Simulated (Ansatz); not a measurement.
## BrHN2Si: where a starting geometry ends

The starting geometry of this gas-phase singlet was optimised with GFN2-xTB; its bonds are those of `[N-]=[N+]=[SiH]Br`.

```xyz
5

Br    1.1216   -0.2464    2.1219
N     0.0117   -4.0681    1.3490
N     0.4545   -3.0801    1.0121
Si    0.3465   -1.4658    0.4073
H     1.4572   -1.5150   -0.5303
```

Question: Where would you expect an optimisation with B3LYP-D3(BJ)/def2-SVP to take it?

Answer: It loosens into BrHSi + N2, which stay close as a complex. Contacts that open: N3–Si4 (1.73 → 2.43 Å).

The energy falls by 0.56 eV over 13 steps:

```json
{"step": "1", "E − E(last) (eV)": "0.562"}
{"step": "2", "E − E(last) (eV)": "0.336"}
{"step": "4", "E − E(last) (eV)": "0.046"}
{"step": "5", "E − E(last) (eV)": "0.035"}
{"step": "6", "E − E(last) (eV)": "0.006"}
{"step": "8", "E − E(last) (eV)": "0.000"}
{"step": "9", "E − E(last) (eV)": "0.000"}
{"step": "10", "E − E(last) (eV)": "0.000"}
{"step": "12", "E − E(last) (eV)": "0.000"}
{"step": "13", "E − E(last) (eV)": "0.000"}
```

Final geometry (Å):

```xyz
5

Br    1.1949   -0.2113    2.1080
N     0.1078   -4.3059    1.4842
N     0.3185   -3.3283    1.0228
Si    0.2306   -1.0428    0.1999
H     1.5397   -1.4872   -0.4549
```

No frequencies were run, so the end isn't proven a minimum. Run with Ansatz 0.2.0, 26 s on 1 thread of Intel(R) Xeon(R) 6975P-C (Granite Rapids) (shared host).
